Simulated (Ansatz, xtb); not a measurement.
**Relative energy of two isomers of C4H11AlSi**

Structure I is `C=[CH][Al]([CH3])[CH2][SiH3]`, a singlet and structure II is `C=C[CH2][AlH][CH2][SiH3]`, a singlet. Both are isolated molecules in the gas phase, relaxed with B3LYP/def2-SVP, each in the lowest conformer that the search found.

I (Å):

```xyz
17

C     1.8926    0.8483   -3.3760
C     0.6265    0.4626   -3.1290
C    -1.9921   -0.2566   -1.0624
C     0.9986    0.7648    0.2194
Al   -0.1372    0.3312   -1.3311
Si    0.9382    2.5341    0.8587
H     2.3077    0.9240   -4.3903
H     2.5903    1.1144   -2.5711
H     0.0199    0.2216   -4.0161
H    -2.4959    0.3028   -0.2552
H    -2.0175   -1.3212   -0.7624
H    -2.6085   -0.1678   -1.9725
H     2.0543    0.5326   -0.0133
H     0.7003    0.1068    1.0574
H     1.4091    3.4932   -0.1885
H     1.7881    2.7381    2.0728
H    -0.4622    2.9193    1.2211
```

II (Å):

```xyz
17

C    -2.3186   -0.5133    0.4116
C    -1.8397   -0.4323   -0.8378
C    -0.7756   -1.2909   -1.4431
C     1.3056    1.4494   -1.1852
Al    1.0115   -0.4446   -1.5996
Si    1.0911    2.6726   -2.6021
H    -1.9752   -1.2832    1.1119
H    -3.0777    0.1835    0.7769
H    -2.2363    0.3620   -1.4857
H    -1.0576   -1.6146   -2.4646
H    -0.6325   -2.2237   -0.8649
H     2.2280   -1.3513   -2.0781
H     2.3322    1.5765   -0.7951
H     0.6029    1.7474   -0.3852
H    -0.2982    2.5991   -3.1531
H     2.0328    2.3585   -3.7208
H     1.3390    4.0847   -2.1794
```

Q: Which of the two would you expect CCSD(T)/def2-SVP + ΔMP2/def2-TZVPP electronic energies to favour?

A: Structure I; the calculation gives E(II) − E(I) = +10.5 kcal/mol.

The same difference at several levels:

```tsv
level	geometry	E(II) − E(I) (kcal/mol)	departure from the last row (kcal/mol)	job, with rough time for the two
B3LYP/def2-SVP	B3LYP/def2-SVP	+8.6	−1.9	optimisation, 8.8 min
HF/def2-SVP	B3LYP/def2-SVP	+9.1	−1.4	part of the CCSD(T) run
MP2/def2-SVP	B3LYP/def2-SVP	+8.2	−2.3	part of the CCSD(T) run
CCSD(T)/def2-SVP	B3LYP/def2-SVP	+8.1	−2.4	single point
CCSD(T)/def2-SVP + ΔMP2/def2-TZVPP	B3LYP/def2-SVP	+10.5		single point, 3.6 min
```

As drawn, II has 1 C–C, 1 Al–H in place of 1 C–Al, 1 C–H.

None of the levels shown reverses the order. The largest departure from CCSD(T)/def2-SVP + ΔMP2/def2-TZVPP is that of CCSD(T)/def2-SVP, 2.4 kcal/mol. No reliable frequencies are at hand for II, so it isn't confirmed as a minimum. Levels run at GFN2-xTB geometries aren't shown. The last row adds to CCSD(T) the change of the MP2 difference between the two basis sets, here +2.4 kcal/mol.

The correlated steps freeze 14 core orbitals. Codes used: Ansatz 0.2.0, xtb 6.7.1; the last row on 2 threads of Intel(R) Xeon(R) Processor @ 2.50GHz (Skylake/Cascade Lake) on a shared host.
